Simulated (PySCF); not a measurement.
Harmonic spectrum computed at PBE0 in the def2-SVP basis family (core potentials from Rb on, PySCF, no spin–orbit coupling):

```
symmetry  ω (cm⁻¹)  IR (km/mol, summed over degenerate members)
    a2''        76                                          6.2
      e'        93                                          1.0
     a1'       375                                          0.0
      e'       438                                          178
```

Question: Which molecule gave it? In each, all ligands are bound to the one heavy central atom.
A. MoCl₃ (quartet)
B. TiCl₃ (doublet)
C. TcCl₃ (quintet)
D. RhCl₃ (triplet)

Answer: A. It has D3h symmetry with Mo–Cl 2.255 Å (×3).
